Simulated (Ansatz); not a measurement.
Molecule: BO, net charge 0, doublet state. 
Structure (B3LYP-D3(BJ)/def2-TZVP (Ansatz, an electronic-structure program) minimum search):
```
B
O 1 1.2021
```
Charge 0, spin multiplicity 2.

Question: Give the harmonic wavenumbers at B3LYP-D3(BJ)/def2-TZVP (Ansatz, finite differences of forces, unscaled).

Answer: 1924 cm⁻¹. Zero-point energy 2.8 kcal/mol.

Question: From these and the geometry, give the ideal-gas thermochemistry at 298.15 K and 1 atm (rigid rotor, harmonic oscillator).

Answer: Point group C∞v, rotational symmetry number 1. Rotational constants 54.21, 54.21 GHz. S(trans) 35.79, S(rot) 11.41, S(vib) 0.00, S(elec, spin only) 1.38, S 48.6 cal/(mol K). H(298) - H(0) 2.07 kcal/mol; G - E(el) -9.7 kcal/mol.
